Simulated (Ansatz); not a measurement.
**Strength of the C–H bond: CH2FI → CHFI + H**

Species: CH2FI (fluoroiodomethane) `FCI`, singlet; CHFI `F[CH]I`, doublet; H atom, doublet. 

Shapes, held fixed at every level: PBE0-D4/def2-TZVP. Programs: Ansatz 0.2.0. The zero-point and thermal change to 298 K, harmonic and unscaled (PBE0-D4/def2-TZVP), is -29.4 kJ/mol.

```tsv
level	kind	ΔH(298 K) (kJ/mol)	less CCSD(T)/def2-TZVPP
HF/def2-SVP	Hartree–Fock	+317.2	-93.2
BHLYP-D4/def2-TZVPP	global hybrid	+403.3	-7.1
PBE0-D4/def2-TZVPP	global hybrid	+396.2	-14.2
r2SCAN0-D4/def2-TZVPP	global hybrid	+392.6	-17.8
wB97X-V/def2-TZVPP	range-separated hybrid	+408.1	-2.3
MP2/def2-SVP	perturbation theory	+395.9	-14.5
CCSD/def2-TZVPP	coupled cluster or CI	+408.6	-1.8
CCSD(T)/def2-TZVPP	coupled cluster or CI	+410.4	0.0
```

The highest level, CCSD(T)/def2-TZVPP, gives ΔH(298 K) = +410.4 kJ/mol; the levels span +317.2 to +410.4. The column of differences is taken from that level and isn't an error. Hartree–Fock misses the correlation of the pair that is broken and comes out low. No measured value is set beside it here. Open shells run unrestricted unless RO is named. For atoms past krypton def2 sets carry core potentials with scalar relativity. Correlated rows may include outer-core shells of I, which these sets cover unevenly.
